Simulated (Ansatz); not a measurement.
System: SnO (charge 0, triplet). This is an excited triplet: at this geometry the singlet lies 2.07 eV lower at CCSD(T)/CBS(def2-TZVPPD,def2-QZVPPD). 
Coordinates optimised at B3LYP-D3(BJ)/def2-TZVP (Ansatz, an electronic-structure program):
SMILES: [Sn]=[O]
```xyz
2

Sn     0.0000     0.0000    -0.2845
O      0.0000     0.0000     1.7784
```
Charge 0, spin multiplicity 3.

Basis-set convergence of Hartree-Fock and CCSD correlation energies (hartree) with Ansatz. Valence correlation only, unless marked. Open shells are spin-unrestricted. Spin-orbit coupling is left out. The frozen core is the preceding noble-gas configuration, with the filled d and f shells of earlier blocks. In def2 rows, elements after Kr have scalar-relativistic effective core potentials.

| basis | functions | E(HF) | E(corr, CCSD) |
|---|---|---|---|
| def2-SVP | 40 | -288.09418 | -0.21068 |
| def2-TZVPP | 81 | -288.20175 | -0.26716 |
| def2-QZVPP | 139 | -288.20725 | -0.28670 |

Extrapolating the two largest sets (X = 3 and 4) as X^-3: E(corr) = (64·(-0.28670) - 27·(-0.26716))/37 = -0.3010 Eh, an estimate of the basis-set limit. The largest set recovers 95.3 % of it, the smallest 70.0 %.
